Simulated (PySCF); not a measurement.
GeH5, SMILES [GeH5-], charge -1.

Geometry: B3LYP-D3(BJ)/def2-TZVPD.

Computed with r2SCAN/def2-TZVPD in PySCF.

 A positive occupied level means that this level leaves the electron formally unbound; only the finite basis holds it.

Computed frontier levels, gap, dipole moment and polarisability:
The highest occupied level is 1.00 eV and the lowest empty level comes out as 4.17 eV. The orbital gap comes out as 3.17 eV and the dipole moment about the centre of nuclear charge comes out as 0.00 D. The mean static polarisability is 66.3 bohr³ (9.83 Å³) and the polarisability, principal values is 57.3, 57.3, 84.4 bohr³.
